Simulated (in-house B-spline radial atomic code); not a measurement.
Values are calculated unless marked as measured or tabulated.
O in an electron gas of r_s = 2.07: phase shifts, screening, friction and resistivity

A nucleus sits in a uniform electron gas with a rigid positive background. The Kohn-Sham equations are solved self-consistently in the spin-unpolarised LDA (PW92), non-relativistic, on B-splines with outgoing waves at the boundary and partial waves to l = 8. The model has no lattice, no bands and no magnetic solution. Atomic units; δ_l are the phase shifts at the Fermi level, counted so that each bound state adds π, and good to about 0.0005.

The density parameter is r_s = 2.07 bohr, near that of the valence electrons of Al (3 per atom, density 2.7 g/cm³, mass 26.98 u, which gives r_s = 2.07).

```tsv
l	δ_l (rad)
0	4.8918
1	2.3343
2	0.0961
3	0.0213
4	0.0038
5	0.0009
6	0.0002
7	0.0002
8	0.0001
```

Bound levels below the band bottom (hartree): s -18.07, s -0.3958.

Question: Check the Friedel sum rule, and say where the screening charge sits.

Answer: k_F = (9π/4)^(1/3)/r_s = 0.92713. The rule is Z = (2/π) Σ (2l + 1) δ_l. The terms are s 3.114, p 4.458, d 0.306, f 0.095 and 0.033 beyond, in all 8.006 against Z = 8. Bound states hold 4 s, 0 p, 0 d electrons, so the scattering states carry 4.01 in all; where a term is smaller than its bound count, the bound level has drawn weight out of the band.

Question: Find the transport cross section and the electronic stopping of a 1 keV O ion (mass 16.0 u).

Answer: σ_tr = (4π/k_F²) Σ (l + 1) sin²(δ_l − δ_(l+1)). The terms for l = 0 to 3 are 0.3041, 1.2338, 0.0168, 0.0012, all together 1.5559, so σ_tr = 14.619 × 1.5559 = 22.747 bohr². With n = 3/(4π r_s³) = 0.02692, the friction coefficient is Q = n k_F σ_tr = 0.5676. For v well below v_F = 0.927, dE/dx = Q v; with 24801 eV per u at v = 1, v = √(1000/(24801 × 16.0)) = 0.0502, so dE/dx = 0.02849 hartree/bohr = 14.7 eV/nm. The largest term couples the p and d waves.

Question: What residual resistivity would 1 atomic per cent of such centres give in Al?

Answer: Δρ = k_F n_i σ_tr/n in atomic units of 21.74 μΩ·cm. With one host atom per 3 electrons, n_i/n = 0.01/3, so Δρ = 0.9271 × 0.00333 × 22.747 × 21.74 = 1.53 μΩ·cm. This is an atom added to the gas, as on an interstitial site.

Question: On a substitutional site the background of one host ion, a sphere holding 3 charges, is taken out. The phase shifts for l = 0 to 4 become 4.4209, 1.7454, -0.2274, -0.0683, -0.0157. What follows?

Answer: The Friedel sum is now 5.00, for Z − 3 = 5. The sum in σ_tr is 1.9830, so σ_tr = 28.99 bohr² and Δρ = 1.95 μΩ·cm per atomic per cent, 1.27 times the value above. A real host ion scatters too, so this model doesn't give zero even for the host's own atom.
